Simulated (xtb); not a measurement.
C7H7O, doublet, at a GFN2-xTB geometry; GFN1-xTB in xtb.

The xtb input:
```
$ xtb mol.xyz --gfn 1 --uhf 1 --grad --json

# file mol.xyz
15

C     -2.77485450    -0.31397233    -0.09795376
C     -1.29792260    -0.13873099    -0.03622907
C     -0.45540720    -1.26271643     0.02356923
C      0.90039985    -1.13281791     0.06596932
C      1.53805169     0.17123047     0.05117137
O      2.76698655     0.30614444     0.08995023
C      0.63546333     1.30580553    -0.01312065
C     -0.71777593     1.13931539    -0.05441069
H     -3.10307357    -1.07229238     0.61135704
H     -3.06467633    -0.65514815    -1.09371576
H     -3.29368044     0.61901725     0.10676058
H     -0.90589933    -2.24607811     0.03647089
H      1.54792454    -1.99548828     0.11300103
H      1.08227016     2.28858041    -0.02585172
H     -1.36648507     2.00357152    -0.10159847
```

### Question
Predict the main parts of the log of this xtb run.

### Answer

```
   ID    Z sym.   atoms
    1    6 C      1-5, 7, 8
    2    8 O      6
    3    1 H      9-15

           -------------------------------------------------
          |                Calculation Setup                |
           -------------------------------------------------

           -------------------------------------------------
          |                 G F N 1 - x T B                 |
           -------------------------------------------------

          ...................................................
          :                      SETUP                      :
          :.................................................:
          :  # basis functions                  46          :
          :  # atomic orbitals                  46          :
          :  # shells                           30          :
          :  # electrons                        41          :
          :  # halogen bonds                     0          :
          :  max. iterations                   250          :
          :  Hamiltonian                  GFN1-xTB          :
          :  restarted?                      false          :
          :  GBSA solvation                  false          :
          :  PC potential                    false          :
          :  electronic temp.          300.0000000     K    :
          :  accuracy                    1.0000000          :
          :  -> integral cutoff          0.2500000E+02      :
          :  -> integral neglect         0.1000000E-07      :
          :  -> SCF convergence          0.1000000E-05 Eh   :
          :  -> wf. convergence          0.2000000E-04 e    :
          :  Broyden damping             0.4000000          :
          :  net charge                          0          :
          :  unpaired electrons                  1          :
          ...................................................

 iter      E             dE          RMSdq      gap      omega  full diag
   1    -23.4525812 -0.234526E+02  0.922E+00    3.62       0.0  T
   2    -23.5351869 -0.826058E-01  0.561E+00    3.38       1.0  T
   3    -23.5184412  0.167457E-01  0.172E+00    3.60       1.0  T
   4    -23.5439071 -0.254659E-01  0.249E-01    3.47       1.0  T
   5    -23.5448665 -0.959399E-03  0.845E-02    3.48       1.0  T
   6    -23.5449547 -0.882492E-04  0.736E-03    3.48       3.5  T
   7    -23.5449551 -0.424273E-06  0.183E-03    3.48      14.1  T
   8    -23.5449552 -0.213721E-07  0.816E-04    3.48      31.7  T
   9    -23.5449552 -0.837098E-09  0.138E-04    3.48     186.7  T
  10    -23.5449552 -0.143974E-09  0.403E-05    3.48     640.1  T

   *** convergence criteria satisfied after 10 iterations ***

         :::::::::::::::::::::::::::::::::::::::::::::::::::::
         ::                     SUMMARY                     ::
         :::::::::::::::::::::::::::::::::::::::::::::::::::::
         :: total energy             -23.205860355972 Eh    ::
         :: gradient norm              0.017946861863 Eh/a0 ::
         :: HOMO-LUMO gap              3.481116352982 eV    ::
         ::.................................................::
         :: SCC energy               -23.544955156336 Eh    ::
         :: -> electrostatic           0.055345523004 Eh    ::
         :: repulsion energy           0.345655990770 Eh    ::
         :: dispersion energy         -0.006561190406 Eh    ::
         :: halogen bond corr.         0.000000000000 Eh    ::
         :: add. restraining           0.000000000000 Eh    ::
         :: total charge              -0.000000000000 e     ::
         :::::::::::::::::::::::::::::::::::::::::::::::::::::

           -------------------------------------------------
          |                Property Printout                |
           -------------------------------------------------

    * Orbital Energies and Occupations

         #    Occupation            Energy/Eh            Energy/eV
      -------------------------------------------------------------
         1        2.0000           -0.7639550             -20.7883
       ...           ...                  ...                  ...
         9        2.0000           -0.5847477             -15.9118
        10        2.0000           -0.5692686             -15.4906
        11        2.0000           -0.5644148             -15.3585
        12        2.0000           -0.5583043             -15.1922
        13        2.0000           -0.5472236             -14.8907
        14        2.0000           -0.5382299             -14.6460
        15        2.0000           -0.5358037             -14.5800
        16        2.0000           -0.5030072             -13.6875
        17        2.0000           -0.5017297             -13.6528
        18        2.0000           -0.4992777             -13.5860
        19        2.0000           -0.4649007             -12.6506
        20        2.0000           -0.4310805             -11.7303
        21        1.0000           -0.4050829             -11.0229 (HOMO)
        22                         -0.2771542              -7.5417 (LUMO)
        23                         -0.2577597              -7.0140
        24                         -0.1573646              -4.2821
        25                         -0.1489709              -4.0537
        26                         -0.1252942              -3.4094
        27                         -0.1091496              -2.9701
        28                         -0.0968120              -2.6344
        29                         -0.0911383              -2.4800
        30                         -0.0854429              -2.3250
        31                         -0.0687742              -1.8714
        32                          0.0911671               2.4808
       ...                                ...                  ...
        46                          0.7140880              19.4313
      -------------------------------------------------------------
                  HL-Gap            0.1279287 Eh            3.4811 eV
             Fermi-level           -0.3796001 Eh          -10.3294 eV

  Mulliken/CM5 charges         n(s)   n(p)   n(d)
     1C    -0.08836 -0.23374   1.008  3.081  0.000
     2C     0.04491  0.02670   1.101  2.854  0.000
     3C    -0.03732 -0.09134   1.061  2.977  0.000
     4C    -0.04270 -0.09356   1.087  2.956  0.000
     5C     0.35632  0.38354   1.025  2.619  0.000
     6O    -0.51066 -0.55512   1.743  4.768  0.000
     7C    -0.04182 -0.09267   1.088  2.954  0.000
     8C    -0.03695 -0.09097   1.061  2.976  0.000
     9H     0.05080  0.10341   0.949  0.000  0.000
    10H     0.05725  0.10942   0.943  0.000  0.000
    11H     0.04489  0.09784   0.955  0.000  0.000
    12H     0.04034  0.09763   0.960  0.000  0.000
    13H     0.06122  0.12037   0.939  0.000  0.000
    14H     0.06134  0.12050   0.939  0.000  0.000
    15H     0.04074  0.09799   0.959  0.000  0.000

Wiberg/Mayer (AO) data.
largest (>0.10) Wiberg bond orders for each atom

 ---------------------------------------------------------------------------
     #   Z sym  total        # sym  WBO       # sym  WBO       # sym  WBO
 ---------------------------------------------------------------------------
     1   6 C    3.993 --     2 C    1.045    11 H    0.982     9 H    0.969
                            10 H    0.954
     2   6 C    3.911 --     8 C    1.313     3 C    1.304     1 C    1.045
     3   6 C    3.995 --     4 C    1.601     2 C    1.304    12 H    0.971
     4   6 C    3.952 --     3 C    1.601     5 C    1.111    13 H    0.970
     5   6 C    3.917 --     6 O    1.620     7 C    1.113     4 C    1.111
     6   8 O    1.906 --     5 C    1.620
     7   6 C    3.948 --     8 C    1.592     5 C    1.113    14 H    0.970
     8   6 C    3.995 --     7 C    1.592     2 C    1.313    15 H    0.970
     9   1 H    1.001 --     1 C    0.969
    10   1 H    0.999 --     1 C    0.954
    11   1 H    1.002 --     1 C    0.982
    12   1 H    1.000 --     3 C    0.971
    13   1 H    1.001 --     4 C    0.970
    14   1 H    1.001 --     7 C    0.970
    15   1 H    1.001 --     8 C    0.970
 ---------------------------------------------------------------------------

Topologies differ in total number of bonds
Writing topology from bond orders to xtbtopo.mol

 dipole moment from electron density (au)
     X       Y       Z
  -2.4418  -0.2926  -0.1076  total (Debye):    6.257

           -------------------------------------------------
          | TOTAL ENERGY              -23.205860355972 Eh   |
          | GRADIENT NORM               0.017946861863 Eh/α |
          | HOMO-LUMO GAP               3.481116352982 eV   |
           -------------------------------------------------

normal termination of xtb
```
